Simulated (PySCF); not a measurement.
I3In, SMILES [I][In-]([I])[I], charge -1, multiplicity 2.

Geometry optimised at PBE0-D3(BJ)/def2-SVPD. The def2 effective core potentials stand for the cores of I, In; spin–orbit coupling is left out.

Method: PBE0-D3(BJ)/def2-SVPD run with PySCF.

Frequencies are harmonic and unscaled.

Modes within 1.5 cm⁻¹ of each other (mostly degenerate sets) share a row, with their intensities summed.

Computed vibrational spectrum:
```
mode  ν (cm⁻¹)  IR (km/mol)  moving atoms (share of kinetic energy)
----  --------  -----------  --------------------------------------
1–2         35          0.2                         I 89 %, In 11 %
3           47          0.3                         I 61 %, In 39 %
4          131          3.3                         I 62 %, In 38 %
5–6        160         86.4                         In 62 %, I 38 %
```
